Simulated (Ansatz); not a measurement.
CH3GeNO, singlet, geometry from GFN2-xTB; SC-NEVPT2/6-31G, CASSCF(6,4) run with Ansatz (an electronic-structure program).

Ansatz was given this input:
Ansatz 0.2 input:
```yaml
crystal:
  periodic: [false, false, false]
  atoms:
    - {symbol: Ge, position_ang: [-1.10631844, -0.05890918, -0.01290685]}
    - {symbol: N, position_ang: [0.67274863, 0.03582248, 0.00784861]}
    - {symbol: C, position_ang: [1.85837516, 0.09895465, 0.02168070]}
    - {symbol: O, position_ang: [3.01227916, 0.16039766, 0.03514270]}
    - {symbol: H, position_ang: [-1.50802966, -0.57288536, 1.32952536]}
    - {symbol: H, position_ang: [-1.59075099, 1.33006589, -0.26537671]}
    - {symbol: H, position_ang: [-1.45675402, -0.99975336, -1.11729572]}
basis:
  gaussian:
    orbitals: 6-31G
magnetization: {spin_polarized: false}
correlation: {method: sc_nevpt2, electrons: all, active_space: {window: {electrons: 6, orbitals: 4}}}
```

The log (banner, timings and long lists left out):

```
Functional definition: HF
681 factors; integrals over basis functions are off by at most 4.5e-4 eV
mean field evaluation 1: about -61056.2764 eV, gradient 3.5e1 eV
mean field evaluation 2: about -61056.2956 eV, gradient 3.5e1 eV
mean field evaluation 4: about -61058.8732 eV, gradient 2.5e0 eV
mean field evaluation 8: about -61058.8919 eV, gradient 1.5e-4 eV
mean field -61058.89186050 eV, -2243.8728886699 hartree, gradient 3.2e-6 eV, S^2 0.000000; 0 other end points of the search recorded, 0 dependent functions left out
reference -61058.89186050 eV, -2243.8728886699 hartree; 28, 28 occupied and 34, 34 virtual orbitals, 681 factors
state -61059.51213137 eV, -2243.8956832040 hartree
state -61059.51213137 eV, -2243.8956832040 hartree; corrected -61075.10326256 eV, -2244.4686467071 hartree
state -61059.28972460 eV, -2243.8875099059 hartree
state -61059.28972460 eV, -2243.8875099059 hartree; corrected -61074.92454434 eV, -2244.4620789339 hartree
state -61059.51213137 eV, -2243.8956832040 hartree; corrected -61075.10326256 eV, -2244.4686467071 hartree
Total energy: -61075.10326256 eV, -2244.4686467071 hartree
```
